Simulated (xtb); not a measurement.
Input for xtb: GFN1-xTB on ClHPbS (SMILES [SH][Pb][Cl]), a point of a torsion scan.

```
$ xtb mol.xyz --gfn 1 --sp --chrg 0 --uhf 0
4

S     -1.56073099     0.52180857    -0.09889577
Pb     0.83455091     0.95964153    -0.84059801
Cl     1.97852221     1.08213354     1.37130551
H     -1.38931092    -0.60599794     0.56787081
```

**Question.** What total energy does the run end on?

**Answer.** -10.1898 hartree.
